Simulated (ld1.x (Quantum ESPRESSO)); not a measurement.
**Re: TM pseudisation with PBE, scalar-relativistic reference atom.**

ld1.x (Quantum ESPRESSO) 7.5 input, shortened:

```
&input
   title='Re', zed=75., rel=1, dft='PBE', iswitch=3,
   config='[Xe] 4f14 5d5 6s2 6p0'
 /
 &inputp
   pseudotype=2, tm=.true., lloc=3,
   nlcc=.false.
 /
4
5S  1  0   2.00   0.00  1.55  1.55  0.0
5P  2  1   6.00   0.00  1.20  1.20  0.0
5D  3  2   5.00   0.00  2.30  2.30  0.0
4F  4  3  14.00   0.00  0.70  0.70  0.0
 &test
   configts(1)='4f14 5s2 5p6 5d5 6s2 6p0'
 /
```

Occupied shells without a wave of their own: 6s. They enter only through the test configuration that unscreens the potential.

Poles of the logarithmic derivatives, all-electron (AE) and pseudo (PS). s: poles at -6.2, 2.6 (AE) and -6.2, 2.5 (PS) Ry. p: poles at -3.3, 4.5 (AE) and -3.3, 4.0 (PS) Ry. d: poles at 0.3 (AE) and 0.3 (PS) Ry. f: poles at 4.2 (AE) and 4.2 (PS) Ry. Test radius 2.49 bohr.

* Ghost test: ghost states, extra bound levels that the all-electron valence spectrum of the same l lacks: s at -1713.3 eV, p at -1275.5 eV, d at -528.6 eV, s at -229.9 eV (other channels not judged); a true bound ghost makes a file unfit for plane-wave use (spherical-Bessel basis up to 400 Ry, 20 bohr box)
* Configuration tests: 1 of 7 tests not solved or not reliable; not counted: 4f14 5s2 5p6 5d5 6s0 6p2 (solver errors, printed error -10.4 eV)
